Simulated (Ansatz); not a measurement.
# Molecular dynamics, step by step

CH$_{2}$BF$_{2}$ (SMILES [CH2+]B(F)F) (charge +1), singlet, PBE0-D4/def2-SVP (Ansatz 0.2.0). Settings (timestep in fs, temperature in K; T counts 12 degrees of freedom):

```yaml
hamiltonian: {xc: pbe0, dispersion: d4}
md: {n_steps: 30, timestep: 1.0, temperature: 300, ensemble: nve, seed: 150, initial_velocities: maxwell_boltzmann}
```

Start (the SMILES describes the start alone):

| atom | x (Å) | y (Å) | z (Å) |
| --- | --- | --- | --- |
| C1 | -0.3173 | 0.7461 | -0.1536 |
| B2 | 0.3027 | -0.7104 | 0.1469 |
| F3 | -0.2868 | -1.4918 | 0.9890 |
| F4 | 1.3820 | -1.0802 | -0.4579 |
| H5 | 0.1558 | 1.4408 | -0.8614 |
| H6 | -1.2364 | 1.0954 | 0.3369 |

```
step  time (fs)  potential energy less the start (meV)  kinetic energy (meV)  T (K)
   0       0.00                                    0.0                 155.1    300
   2       2.00                                   41.8                 115.5    223
   4       4.00                                   37.3                 118.6    229
   6       6.00                                   30.5                 126.0    244
   8       8.00                                    6.9                 149.9    290
  10      10.00                                  -35.5                 190.4    368
  12      12.00                                  -18.8                 175.4    339
  14      14.00                                  -10.6                 166.7    322
  16      16.00                                    1.0                 155.2    300
  18      18.00                                    9.8                 147.3    285
  20      20.00                                  -28.3                 183.8    356
  22      22.00                                  -36.4                 192.7    373
  24      24.00                                  -46.7                 203.5    394
  26      26.00                                  -78.8                 234.4    453
  28      28.00                                  -87.3                 244.3    473
  30      30.00                                 -134.3                 290.3    561
```

Step 6, positions (Å) and forces (eV/Å):

```tsv
atom	x	y	z	Fx	Fy	Fz
C1	-0.317	0.722	-0.152	-0.528	1.391	0.395
B2	0.306	-0.723	0.118	-0.399	-1.930	1.245
F3	-0.298	-1.479	1.005	0.288	0.807	-0.673
F4	1.387	-1.071	-0.466	0.389	0.126	-0.451
H5	0.263	1.492	-0.710	-0.301	-0.136	0.024
H6	-1.286	1.058	0.322	0.552	-0.258	-0.541
```

Step 12, positions (Å) and forces (eV/Å):

| atom | x | y | z | Fx | Fy | Fz |
| --- | --- | --- | --- | --- | --- | --- |
| C1 | -0.321 | 0.726 | -0.145 | 1.079 | -0.478 | 0.029 |
| B2 | 0.302 | -0.788 | 0.122 | 0.285 | 1.042 | -0.449 |
| F3 | -0.305 | -1.455 | 1.013 | -0.417 | -0.729 | 0.650 |
| F4 | 1.399 | -1.060 | -0.481 | 0.144 | -0.290 | -0.217 |
| H5 | 0.298 | 1.531 | -0.572 | -0.030 | 0.138 | -0.117 |
| H6 | -1.301 | 0.995 | 0.208 | -1.060 | 0.317 | 0.104 |

Step 16, positions (Å) and forces (eV/Å):

```tsv
atom	x	y	z	Fx	Fy	Fz
C1	-0.316	0.728	-0.136	-0.535	-0.231	0.082
B2	0.302	-0.820	0.121	0.775	2.152	-0.957
F3	-0.313	-1.444	1.022	-0.579	-1.233	1.013
F4	1.408	-1.055	-0.494	-0.232	-0.472	0.009
H5	0.307	1.574	-0.498	-0.088	-0.110	0.129
H6	-1.390	0.974	0.105	0.659	-0.106	-0.276
```

Last step (30):

```
atom    x (Å)    y (Å)    z (Å)
  C1  -0.3151   0.6980  -0.1283
  B2   0.3212  -0.7657   0.1208
  F3  -0.3344  -1.4401   1.0574
  F4   1.4188  -1.0660  -0.5346
  H5   0.3054   1.6230  -0.0031
  H6  -1.4078   0.8398  -0.3842
```

The run took about 110 s on 2 CPU threads of an AMD EPYC (shared host).
